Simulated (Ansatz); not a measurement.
The Si3–H4 bond of CdH4Si (SMILES [SiH3][CdH]) is stretched (multiplicity 1, the rest rigid).
Geometry at rest (charge 0, multiplicity 1):
```csv
atom,x (Å),y (Å),z (Å)
Cd,-0.5664,-0.3105,-0.0798
H,-2.0453,-1.1213,-0.2881
Si,1.6349,0.8963,0.2303
H,2.2491,0.5938,1.5500
H,1.4709,2.3720,0.1537
H,2.6257,0.5132,-0.8099
```

Frozen-core correlation.

Programs: Ansatz (Gaussian orbitals).  In def2 rows elements past Kr take small-core potentials, without spin–orbit coupling.

FIC-MRCISD+Q on CASSCF(2,2)/def2-TZVPP, total energies (hartree):

| R (Å) | CASSCF | MRCISD | weight c² of the reference |
|---|---|---|---|
| 1.487 | -458.123821 | -458.634591 | 0.89013 |
| 2.602 | -458.033731 | -458.534542 | 0.89065 |
| 4.758 | -457.995250 | -458.493468 | 0.89105 |

Question: Add the Davidson correction (E_MRCISD − E_CASSCF)(1 − c²)/c² and give the energies above the first point at the three levels.

Answer: 
Corrections (hartree): -0.063045, -0.061488, -0.060919. Above the first point (kcal/mol):
- R = 2.602 Å: CASSCF 56.5, MRCISD 62.8, with the correction 63.8
- R = 4.758 Å: CASSCF 80.7, MRCISD 88.6, with the correction 89.9

Ansatz is a program for electronic structure.
